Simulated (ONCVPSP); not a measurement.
# Cutoff test, copper, ONCV

Cu, optimised norm-conserving Vanderbilt (ONCV), made with ONCVPSP 4.0.1 (PBEsol, scalar-relativistic). Core [Ne], reference 3s2 3p6 3d10 4s0.5 (charge +0.5). Waves: 3s+4s: rc 1.35 bohr, ncon 4, nbas 7, qcut 9 1/bohr, 2 projectors; 3p: rc 0.65 bohr, ncon 4, nbas 8, qcut 15.2 1/bohr, 1 projector; 3d: rc 1.15 bohr, ncon 3, nbas 7, qcut 16.6 1/bohr, 2 projectors, debl 2.5 Ha; f scattering state at 0.44 Ha: rc 1.10 bohr, ncon 5, nbas 8, qcut 11.6 1/bohr, 2 projectors, debl 3.7 Ha. Local part: polynomial inside 0.60 bohr (lpopt 5, dvloc0 3 Ha). Core correction: Teter function, fcfact 5.75, rcfact 1.65.

Problem. For each optimised wave give the share of its norm inside rc, the residual kinetic energy above qcut (Ha) and the cutoffs (Ha) for errors of 10, 1, 0.1 and 0.01 mHa per electron.

Solution.

```json
{"wave": "3s", "norm inside rc": "0.975", "residual KE": "1.2e-06", "10 mHa": "12.7", "1 mHa": "16.3", "0.1 mHa": "29.2", "0.01 mHa": "35.5"}
{"wave": "4s", "norm inside rc": "0.057", "residual KE": "4.3e-06", "10 mHa": "8.9", "1 mHa": "13.8", "0.1 mHa": "30.4", "0.01 mHa": "38.1"}
{"wave": "3p", "norm inside rc": "0.414", "residual KE": "8.3e-05", "10 mHa": "61.7", "1 mHa": "93.2", "0.1 mHa": "114.5", "0.01 mHa": "268.8"}
{"wave": "3d", "norm inside rc": "0.685", "residual KE": "1.2e-06", "10 mHa": "74.0", "1 mHa": "90.0", "0.1 mHa": "103.3", "0.01 mHa": "115.5"}
{"wave": "d projector 2", "norm inside rc": "0.058", "residual KE": "7.0e-09", "10 mHa": "66.3", "1 mHa": "84.6", "0.1 mHa": "99.1", "0.01 mHa": "111.7"}
{"wave": "f projector 1", "norm inside rc": "0.000", "residual KE": "5.7e-08", "10 mHa": "1.6", "1 mHa": "3.7", "0.1 mHa": "12.5", "0.01 mHa": "30.3"}
{"wave": "f projector 2", "norm inside rc": "0.081", "residual KE": "1.2e-04", "10 mHa": "33.2", "1 mHa": "53.0", "0.1 mHa": "68.7", "0.01 mHa": "117.5"}
```

The occupied waves need 93 Ha and 115 Ha for 1 and 0.1 mHa. Rows with under 1 % of the norm inside rc give no meaningful cutoff.
